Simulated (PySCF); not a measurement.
## Bi (bismuth, neutral) across methods

[Xe] 4f14 5d10 6s1 6p3 6d1, high-spin 6D determinant (an excited configuration). Calculation: PySCF 2.14, in aug-cc-pwCVTZ-DK3 (11s10p8d5f1g, 125 functions); the spin-free X2C one-electron Hamiltonian (Gaussian nucleus).

| method | E (hartree) | mean ε 6s α (eV) | mean ε 6p α (eV) | mean ε 6d α (eV) | Σ⟨r²⟩ (bohr²) | ⟨S²⟩ |
| --- | --- | --- | --- | --- | --- | --- |
| UHF | -21526.64469 | -25.626 | -12.159 | -1.541 | 93.30 | 8.757 |
| r2SCAN | -21532.82 | -19.575 | -8.546 | -0.139 | 93.20 | 8.755 |
| LDA | -21519.86 | -18.890 | -8.184 | -0.179 | 93.22 | 8.752 |
| PBE | -21532.90 | -18.683 | -8.063 | -0.206 | 93.46 | 8.752 |
| PBE0 | -21532.59 | -20.631 | -9.222 | -0.594 | 93.06 | 8.753 |

Spin-orbit coupling is strong in this species (close to jj coupling), so the high-spin LS determinant is a model state, not a physical level. The outer electron is Rydberg-like, and this basis confines it to a smaller radius and binds it less than a complete one would.
